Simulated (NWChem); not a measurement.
## CuI

```xyz
2

Cu     0.0000     0.0000    -1.5331
I      0.0000     0.0000     0.8389
```
Charge 0, spin multiplicity 1.

Program: NWChem. Structure: optimised with PBE/def2-SVP with def2 effective core potentials on I, a minimum by its harmonic frequencies.

Symmetry labels belong to the abelian group C2v used in the runs, with the axes of the coordinates shown; states degenerate in a higher group split over its labels.

Effective core potentials replace the inner electrons of I; spin-orbit coupling is left out. The structure started from a generated list of species.

### Question
List the lowest 3 singlet excitations that CIS/def2-SVPD with def2 effective core potentials on I gives, with oscillator strengths.

### Answer
```
state  symmetry  energy (eV)  wavelength (nm)      f
-----  --------  -----------  ---------------  -----
1            b2         4.17              298  0.027
2            b1         4.17              298  0.027
3            a1         4.49              276  0.063
```
